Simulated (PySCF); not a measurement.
**Excitation energy of Rh by level of theory**

Rh [Kr] 4d8 5s1 (4F) → Rh [Kr] 4d9 (2D), as a difference of total energies. Calculation: PySCF 2.14, in x2c-TZVPPall (8s6p6d2f1g, 79 functions); the spin-free X2C one-electron Hamiltonian (Gaussian nucleus). Correlated levels: valence and next inner shell: [Ar] 3d10 frozen. The calculations carry no spin-orbit coupling.

Question: Order these methods by the excitation energy they give, lowest first.
A. MP2 (valence and next inner shell)
B. SCS-MP2 (valence and next inner shell)
C. CCSD(T) (valence and next inner shell)
D. UHF

Answer: A (1391.9 cm⁻¹), B (1764.6 cm⁻¹), C (4450.3 cm⁻¹), D (13122 cm⁻¹).

Errors of the correlated levels include the incompleteness of this basis and the frozen core.

The coupled-cluster amplitudes are large for the upper state (T1 above 0.03 or a double amplitude above 0.15), so a single reference is strained.

For comparison: 2759.1 cm⁻¹ (measured; NIST levels, between the centres of gravity of the two terms).
